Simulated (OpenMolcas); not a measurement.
## neutral sulfur: the spin-orbit constant, Slater's ratio, worked from levels

* Program: OpenMolcas 26.06
* Basis: ANO-RCC-VTZP [5s4p2d1f]
* Scalar Hamiltonian: DKH2, point nucleus
* Active space: 6 electrons in 4 orbitals (3s 3p)
* State averaging: 2S+1 = 3 even, 3 roots; 2S+1 = 1 even, 6 roots kept (CI in the orbitals of an earlier block); 2S+1 = 3 odd, 3 roots (0 in the spin-orbit step)
* Spin-orbit coupling: state interaction with AMFI integrals over the reference wave functions, term energies averaged over their components

Methods: CASSCF; SS-CASPT2, IPEA 0.25 Eh, imaginary shift 0.1 Eh (closed shells correlated: 2s 2p). Measured levels: NIST Handbook of Basic Atomic Spectroscopic Data.

**The spin-orbit constant.** For the Hund term ³P of p4, E(J) = (A/2) J(J+1) + constant and ζ = -2S·A = -2A. From J = 0 to J = 2 the energy changes by 3 A.

```json
{"Source": "CASSCF", "E(2) - E(0)": "-536.2", "A": "-178.7", "ζ": "357"}
{"Source": "SS-CASPT2", "E(2) - E(0)": "-537.8", "A": "-179.3", "ζ": "359"}
{"Source": "measured", "E(2) - E(0)": "-573.6", "A": "-191.2", "ζ": "382"}
```

All in cm-1. SS-CASPT2 is off by -6.2 % and CASSCF by -6.5 %. Both methods take the spin-orbit matrix elements from the reference wave functions, so the second can move ζ only through the term energies and any multistate remixing. Second-order mixing with other terms is absorbed into this ζ.

**Slater's ratio.** With one set of orbitals, p4 has ¹D - ³P = 6 F2 and ¹S - ¹D = 9 F2 (F2 = F²/25), a ratio of 3/2. Term energies are centres of gravity, weighted by 2J + 1.

```json
{"Source": "CASSCF", "¹D - ³P": "11622", "¹S - ³P": "21432", "F2 from the first": "1937", "Ratio": "0.844"}
{"Source": "SS-CASPT2", "¹D - ³P": "9477", "¹S - ³P": "21994", "F2 from the first": "1580", "Ratio": "1.321"}
{"Source": "measured", "¹D - ³P": "9043", "¹S - ³P": "21984", "F2 from the first": "1507", "Ratio": "1.431"}
```

Energies in cm-1. A ratio away from 3/2 shows effects beyond one configuration with one set of orbitals, and in heavier atoms second-order spin-orbit shifts. In CASSCF the valence s occupation is 1.93 in ¹S against 2.00 in ¹D: mixing out of s² acts most on ¹S and pulls it down.

CASPT2 breaks the degeneracy within a term, and the mean is taken; among the terms shown or strongly mixed into the levels shown the widest spread is 170 cm-1 (3s² 3p⁴ ¹D, SS-CASPT2). Terms from blocks run as CI alone lack orbitals of their own. No level of 3s 3p⁵ was computed, though it lies in the active space. Without dynamic correlation excited terms often stand tens of per cent too high (terms of higher spin than the ground term too low), and those without a measured partner can miss by more than the paired ones (holds for CASSCF). Measured partners are found by configuration, term and J. A level has none where our copy of the source lacks it or the pairing is in doubt (some pairs that miss far off the trend of their configuration count as doubtful), and it then counts in no deviation. Only configurations of the active space appear.
